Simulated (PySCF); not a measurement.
Species: C₉H₈O₂.
Atom-mapped SMILES: `[CH2:1]=[CH:2][O:3][C:4](=[O:5])[c:6]1[cH:7][cH:8][cH:9][cH:10][cH:11]1` (hydrogens: H12, H13 on C1; H14 on C2; H15 on C7; H16 on C8; H17 on C9; H18 on C10; H19 on C11)

Computed with PBE0-D3(BJ)/def2-SVP geometry optimisation, gas phase in PySCF 2.14.0.

Question: What internal coordinates does the optimisation give?

Answer: 
```tsv
bond	length (Å)	order
C1=C2	1.329	double
C2–O3	1.367	single
O3–C4	1.355	single
C4=O5	1.202	double
C4–C6	1.482	single
C6–C7, C6–C11	1.400	aromatic
C7–C8, C10–C11	1.391	aromatic
C8–C9, C9–C10	1.395	aromatic
C1–H12	1.092	single
C1–H13	1.090	single
C2–H14	1.093	single
C7–H15, C11–H19	1.091	single
C8–H16, C10–H18	1.092	single
C9–H17	1.093	single
```

Bonds in one row agree within 0.01 Å and their mean is given. Orders are formal, as drawn. A selection of angles:
```tsv
angle	degrees
C1–C2–O3	120.6
C2–O3–C4	118.5
O3–C4–O5	123.3
O3–C4–C6	111.9
O5–C4–C6	124.9
C4–C6–C7	122.4
C4–C6–C11	117.5
C7–C6–C11	120.1
C6–C7–C8	119.7
C7–C8–C9	120.1
C8–C9–C10	120.2
```

Torsions: C1–C2–O3–C4 180° (antiperiplanar); C2–O3–C4–O5 0° (synperiplanar); O3–C4–C6–C7 1° (synperiplanar).

The C–C distances run from 1.329 Å (C1=C2, drawn double) to 1.482 Å (C4–C6, drawn single), a spread of 0.153 Å. The 3 C–O bonds span 1.202 Å (C4=O5, drawn double) to 1.367 Å (C2–O3, drawn single), a spread of 0.165 Å. The 11 heavy atoms lie in one plane (0.005 Å rms). The 6-membered ring C6–C7–C8–C9–C10–C11 has internal angles of 119.7° to 120.2°; it is planar, 0.00 Å rms from its mean plane, widest ring torsion 0°. Of the pairs four or more bonds apart, O5···H14 is among the closest relative to their van der Waals radii: 2.27 Å, 84 % of the sum of Bondi's values.

Point group: Cs (tolerance 0.08 Å). No frequency check. The numbers are those of one conformer.
